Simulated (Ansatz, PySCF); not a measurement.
Lewis adduct: GaH3 (SMILES [GaH3]) (first 4 atoms) with NH3 (SMILES N); geometry from B3LYP-D3(BJ)/def2-TZVP, rigid monomers moved along the line of their centres of mass till Ga1···N5 is 3.05 Å.
(charge 0, multiplicity 1):
```csv
atom,x (Å),y (Å),z (Å)
Ga,0.4703,-0.3679,0.7709
H,0.0872,-1.9012,0.8392
H,-0.2810,0.5411,-0.2834
H,1.9285,0.0557,1.2143
N,-1.0201,0.5560,3.2691
H,-2.0134,0.3698,3.1818
H,-0.6759,0.0704,4.0905
H,-0.8942,1.5524,3.4120
```

Interaction energies are E(AB) − E(A) − E(B) at the monomers' geometry in the complex; basis-set methods are counterpoise corrected. Rows marked so take none.

Correlated levels freeze the cores. Filled d and f shells under p-block atoms count as core. CBS(a, b) extrapolates the correlation energy as X⁻³ and adds the Hartree–Fock energy of set b. Rows in 6-31G* carry no dispersion term and start afresh at each structure (6-31G* with six Cartesian d functions); the Pople sets are all-electron and without relativity.

Codes used: Ansatz (a program for electronic structure) with Gaussian orbitals; PySCF for 6-31G* rows, the dispersion terms. Each number belongs to the level named beside it.

| level | interaction energy (kcal/mol) |
|---|---|
| HF/aug-cc-pVDZ | -10.41 |
| PBE-D3(BJ)/def2-TZVPPD | -12.18 |
| BP86/6-31G* (no counterpoise) | -14.84 |
| r2SCAN/def2-TZVPPD | -12.17 |
| PBE0-D4/def2-TZVPPD | -12.11 |
| M06-2X/6-31G* (no counterpoise) | -16.57 |
| SCS-MP2/aug-cc-pVDZ | -11.21 |
| CCSD/aug-cc-pVTZ | (withheld) |
| CCSD(T)/CBS(aug-cc-pVDZ, aug-cc-pVTZ) | -11.92 |

### Question
What belongs in the gaps?

### Answer

- CCSD/aug-cc-pVTZ, interaction energy (kcal/mol): -11.52
